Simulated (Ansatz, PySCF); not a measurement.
C5H7F, SMILES C[C@H]1C=C(F)C1. Atoms are numbered in the order given.

```xyz
13

C     -2.2225     0.1357     0.2002
C     -0.8236    -0.1437     0.7252
C      0.0575    -1.0744    -0.1049
C      0.9464    -0.0920    -0.3081
F      2.1034    -0.0248    -0.9559
C      0.2477     0.9802     0.4650
H     -2.7161     0.9331     0.7795
H     -2.8547    -0.7647     0.2633
H     -2.1874     0.4475    -0.8568
H     -0.8610    -0.4236     1.7947
H     -0.0254    -2.1219    -0.4013
H      0.7729     1.3537     1.3606
H     -0.1232     1.8375    -0.1227
```

Geometry optimised at r2SCAN-D4/def2-SVP.

Two levels are set side by side: PBE-D3(BJ)/def2-SVP (Ansatz, an electronic-structure program) and r2SCAN-D4/def2-SVP (Ansatz). Each level has its own optimised geometry; the coordinates shown are those of the second. Frequencies come from the Hessian of PySCF at each geometry. Differences are taken from unrounded values.

```tsv
quantity	r2SCAN-D4
mean bond length (Å)	1.269
bond C1–C2 (Å)	1.520
bond C2–C3 (Å)	1.527
bond C2–C6 (Å)	1.574
bond C3–C4 (Å)	1.340
bond C4–F5 (Å)	1.328
bond C4–C6 (Å)	1.495
bond C1–H7 (Å)	1.102
bond C1–H8 (Å)	1.102
bond C1–H9 (Å)	1.103
bond C2–H10 (Å)	1.106
bond C3–H11 (Å)	1.092
bond C6–H12 (Å)	1.103
bond C6–H13 (Å)	1.104
highest harmonic wavenumber (cm⁻¹)	3228
mean harmonic wavenumber (cm⁻¹)	1419
zero-point energy (kcal/mol)	66.94
```

Q: What does PBE-D3(BJ) give, and how far is it from r2SCAN-D4? (Estimate from the structure and the level; the computed values follow.)

A: 
```csv
quantity,PBE-D3(BJ),PBE-D3(BJ) minus r2SCAN-D4
mean bond length (Å),1.275,0.006
bond C1–C2 (Å),1.525,0.005
bond C2–C3 (Å),1.530,0.003
bond C2–C6 (Å),1.579,0.004
bond C3–C4 (Å),1.348,0.008
bond C4–F5 (Å),1.334,0.006
bond C4–C6 (Å),1.502,0.007
bond C1–H7 (Å),1.110,0.007
bond C1–H8 (Å),1.109,0.007
bond C1–H9 (Å),1.110,0.007
bond C2–H10 (Å),1.113,0.007
bond C3–H11 (Å),1.098,0.006
bond C6–H12 (Å),1.110,0.007
bond C6–H13 (Å),1.110,0.007
highest harmonic wavenumber (cm⁻¹),3165,-64
mean harmonic wavenumber (cm⁻¹),1385,-34
zero-point energy (kcal/mol),65.36,-1.58
```
